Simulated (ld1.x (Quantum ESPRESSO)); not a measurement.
u(r) = r·R(r): atom against pseudo-atom (nickel (Ni))

Columns: radius, all-electron u(r) and pseudo u(r) of the 4p shell (level -0.75 eV) of nickel in the configuration [Ar] 3d9 4s1 4p0; PBE, scalar-relativistic, ultrasoft scheme, ld1.x (Quantum ESPRESSO) 7.5.

| r (bohr) | all-electron | pseudo |
| --- | --- | --- |
| 0.138 | 0.0771 | 0.0025 |
| 0.275 | -0.0076 | 0.0100 |
| 0.413 | -0.0997 | 0.0222 |
| 0.550 | -0.1332 | 0.0386 |
| 0.688 | -0.1181 | 0.0588 |
| 0.825 | -0.0762 | 0.0818 |
| 0.963 | -0.0226 | 0.1073 |
| 1.100 | 0.0331 | 0.1343 |
| 1.238 | 0.0873 | 0.1623 |
| 1.375 | 0.1370 | 0.1905 |
| 1.513 | 0.1824 | 0.2186 |
| 1.650 | 0.2226 | 0.2458 |
| 1.788 | 0.2584 | 0.2721 |
| 1.925 | 0.2897 | 0.2970 |
| 2.062 | 0.3169 | 0.3202 |
| 2.200 | 0.3408 | 0.3418 |
| 2.338 | 0.3612 | 0.3614 |
| 2.475 | 0.3785 | 0.3785 |
| 2.613 | 0.3932 | 0.3932 |
| 2.750 | 0.4053 | 0.4053 |
| 2.888 | 0.4152 | 0.4152 |
| 3.025 | 0.4230 | 0.4230 |
| 3.162 | 0.4289 | 0.4289 |
| 3.300 | 0.4333 | 0.4333 |
| 3.438 | 0.4361 | 0.4361 |
| 3.575 | 0.4376 | 0.4376 |

(1) How many radial nodes do the two functions have?

(2) At about which radius was the pseudo-wave matched?

(3) Is the pseudo-wave norm-conserving?

## Answers

(1) The all-electron 4p function has n − l − 1 = 2; the pseudo-wave has 0, since the states of the same l below it are removed with the core.

(2) 2.50 bohr. The columns agree to 0.0005 from 2.34 bohr on; several derivatives are matched, so the curves merge somewhat inside the radius.

(3) No, it belongs to an ultrasoft set: the norm inside the radius is not constrained, and the difference is carried by the augmentation charge.
